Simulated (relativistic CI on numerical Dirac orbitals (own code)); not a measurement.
## The spin-orbit constant of Zn⁵⁺ from its measured fine structure

Problem. The ground term 4F of Zn⁵⁺ (3s2.3p6.3d7) has the measured levels J = 3/2: 4613.0, J = 5/2: 3618.0, J = 7/2: 2132.0, J = 9/2: 0.0 cm⁻¹ (Sugar and Musgrove, J. Phys. Chem. Ref. Data 24, 1803 (1995)). Test the interval rule and estimate ζ(3d).

Working.
1. In LS coupling E(J) − E(J − 1) = AJ. The intervals give A = -398.0 (J = 5/2), -424.6 (J = 7/2), -473.8 (J = 9/2) cm⁻¹.
2. These values spread by 17 % of their mean, from second-order spin-orbit mixing with other terms and from spin-spin terms.
3. The whole width divided by the sum of the upper J values gives a mean A = -439.3 cm⁻¹.
4. For the Hund term of a shell that is more than half full, A = −ζ/2S with 2S = 3, so ζ = 1318 cm⁻¹.

Check. The value calculated from Dirac-Coulomb-Breit radial functions of this configuration is ζ = 1276 cm⁻¹, 3 % below the estimate from measurement. The same recipe applied to the calculated levels returns 1287 cm⁻¹, which shows the bias of the recipe itself. Where the interval rule fails, the estimate is only rough.
